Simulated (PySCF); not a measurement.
A side-by-side comparison of computed properties.

First species: C₆H₇NO₂S.
Z-matrix (Å and degrees, PBE0-D3(BJ)/def2-SVP geometry), rows numbered from 1:
```
C 
S   1  1.7841
O   2  1.4588  1  107.55
O   2  1.4590  1  107.61  3  -132.83
C   2  1.7905  1  103.71  3   113.67
C   5  1.3895  2  119.58  1    92.19
C   6  1.3955  5  117.10  2   179.14
N   7  1.3300  6  123.42  5    -0.22
C   8  1.3303  7  118.39  6    -0.52
C   5  1.3897  2  119.82  1   -89.71
H   1  1.0969  2  109.30  3  -175.17
H   1  1.0989  2  104.88  3    66.22
H   1  1.0969  2  109.35  3   -52.37
H   6  1.0918  5  120.64  2     0.53
H   7  1.0957  6  120.00  5  -179.83
H   9  1.0958  8  116.54  7  -179.11
H  10  1.0919  5  120.78  2    -0.62
```

Second species: C₄H₅F.
SMILES: `C#C[C@H](C)F`

Levels: wB97X-D/def2-SVPD for dipole moment, HOMO energy, LUMO energy, HOMO–LUMO gap, static isotropic polarisability and electronic spatial extent ⟨r²⟩ about the centre of nuclear charge; TDDFT wB97X-D/def2-SVPD for lowest singlet excitation; TDA wB97X-D/def2-SVPD for lowest triplet excitation (Tamm–Dancoff); ΔSCF wB97X-D/def2-SVPD for vertical ionisation energy; PBE0-D3(BJ)/def2-SVP for rotational constant A and rotational constant C. Geometries: PBE0-D3(BJ)/def2-SVP. Each structure is a single optimised conformer of the isolated species, non-relativistic unless stated; the electronic structure was computed with PySCF and density fitting.

The conformers computed, where there is a choice (atom-mapped SMILES and torsion angles):
- `[CH3:1][S:2](=[O:3])(=[O:4])[c:5]1[cH:6][cH:7][n:8][cH:9][cH:10]1`: C1–S2–C5–C6 92°

Question: Which has the higher HOMO–LUMO gap?

Answer: The second: 12.02 eV against 9.67 eV, a difference of 2.35 eV.

Question: Which of the two has the higher T1 energy, and by how much?

Answer: The second: 5.35 eV against 4.02 eV, a difference of 1.33 eV.

Question: Which of the two has the higher ⟨r²⟩, and by how much?

Answer: The first: 1610 bohr² against 434 bohr², a difference of 1176 bohr².

Question: Which has the higher static isotropic polarisability?

Answer: The first: 100.1 au against 48.4 au, a difference of 51.7 au.

Question: Which of the two has the higher rotational constant C, and by how much?

Answer: The second: 2.901 GHz against 0.725 GHz, a difference of 2.176 GHz.

Question: Which of the two has the higher vertical ionisation energy, and by how much?

Answer: The second: 10.56 eV against 10.03 eV, a difference of 0.53 eV.

Question: Which has the higher HOMO energy?

Answer: The first: -9.91 eV against -10.03 eV, a difference of 0.12 eV.

Question: Which of the two has the higher S1 energy, and by how much?

Answer: The second: 6.24 eV against 4.66 eV, a difference of 1.58 eV.

On the first: The vertical singlet–triplet gap S1 − T1 is 0.64 eV (TDDFT singlet less Tamm–Dancoff triplet; S1: HOMO→LUMO, weight 0.94; T1: HOMO→LUMO, weight 0.88). The polarisability is 14.84 Å³ as a volume (1 au = 0.148185 Å³), or 1.22 au for each of the 82 electrons.

On the second: The principal polarisabilities are 39.6, 42.0 and 63.5 au; their mean is the isotropic value. The ΔSCF ionisation energy exceeds −ε(HOMO) by 0.53 eV with wB97X-D.
